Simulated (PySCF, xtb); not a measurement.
GeH2, SMILES [GeH2] (connectivity only; charge and spin as stated), charge +1, multiplicity 2.

Harmonic wavenumbers (cm⁻¹) from xtb with GFN2-xTB at its own minimum, in rising order: 577, 1232, 1323.

**Question.** What does PBE-D3(BJ)/def2-TZVPD run with PySCF 2.14.0 give at its own minimum? (An estimate is asked for; the answer gives what the named calculation found.)

**Answer.** 796, 1907, 2011. Paired by order, the mean absolute difference is 527 cm⁻¹ and the zero-point energies are 4.5 and 6.7 kcal/mol.
